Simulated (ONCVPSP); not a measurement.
## Pseudopotential generation for iridium: ONCV, PBE, fully relativistic.

```json
{
 "Element": "Ir (Z = 77)",
 "Generator": "ONCVPSP 4.0.1",
 "Type": "optimised norm-conserving Vanderbilt (ONCV)",
 "Functional": "PBE",
 "Relativity": "fully relativistic",
 "Frozen core": "[Xe] 4f14",
 "Valence charge": "9",
 "Reference configuration": "5d7 6s1 (charge +1)",
 "Partial waves": "6s: rc 2.15 bohr, ncon 4, nbas 7, qcut 2.8 1/bohr, 1 projector; p scattering state at 0.14 Ha: rc 2.10 bohr, ncon 4, nbas 7, qcut 3.5 1/bohr, 1 projector; 5d: rc 1.60 bohr, ncon 4, nbas 8, qcut 6.5 1/bohr, 1 projector",
 "Local potential": "polynomial inside 1.35 bohr (lpopt 5, dvloc0 3 Ha)",
 "Core correction": "Teter function, fcfact 4.5, rcfact 1.15"
}
```

Open shells are filled in proportion to 2j + 1.

All-electron outer shells of the reference configuration (PBE, scalar-relativistic, ld1.x):

```csv
shell,level (eV),outermost node (bohr),outermost maximum (bohr)
5p,-63.05,0.54,1.01
5d,-15.32,0.59,1.29
6s,-13.57,1.17,2.32
```

(1) Estimate the cutoffs (Ha) at which the residual kinetic energy of the hardest occupied pseudo-wave falls to 1 and 0.1 mHa per electron.

(2) What does a ghost test show?

(3) Which valence shell sets the plane-wave cutoff?

## Answers

(1) 18 Ha and 22 Ha.

(2) Ghosts flagged at negative energy: s at -118.8 eV, p3/2 at -21.5 eV, p1/2 at -21.2 eV; no localised positive-energy state flagged. A true bound ghost makes a file unfit for plane-wave use.

(3) 5d: 18 Ha for 1 mHa per electron, against 4 Ha for 6s.

Its largest configuration-test error is -30 meV (5d7 6s0 6p1). 1 of 4 tests not solved or not reliable.
